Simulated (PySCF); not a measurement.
C3H9Ge, SMILES C[C](C)[GeH3] (connectivity only; charge and spin as stated), charge +1, multiplicity 1.

Geometry: PBE0-D3(BJ)/def2-SVP. The spin state was assumed, not searched. The isomer is the one that the SMILES or the coordinates give; other isomers of the formula were not compared.

Two levels are set side by side: TDA-PBE/def2-SVPD (PySCF) and TDA-M06-2X/def2-SVPD (PySCF). Vertical, same geometry. The lowest singlet is HOMO−1→LUMO 90 % with PBE and HOMO→LUMO 87 % with the other functional; states are paired by order. Differences are taken from unrounded values.

```json
[
 {"quantity": "lowest singlet excitation (eV)", "TDA-M06-2X": "3.75", "TDA-PBE": "3.71", "TDA-PBE minus TDA-M06-2X": "-0.04"},
 {"quantity": "lowest triplet excitation (TDA) (eV)", "TDA-M06-2X": "3.07", "TDA-PBE": "2.95", "TDA-PBE minus TDA-M06-2X": "-0.12"},
 {"quantity": "first bright state (f over 0.05) (eV)", "TDA-M06-2X": "5.67", "TDA-PBE": "4.29", "TDA-PBE minus TDA-M06-2X": "-1.38"},
 {"quantity": "its oscillator strength", "TDA-M06-2X": "0.12", "TDA-PBE": "0.11", "TDA-PBE minus TDA-M06-2X": "-0.01"}
]
```

Rough cost on one machine, each run with all the roots and properties that it gave: TDA-M06-2X against TDA-PBE about 6 times.
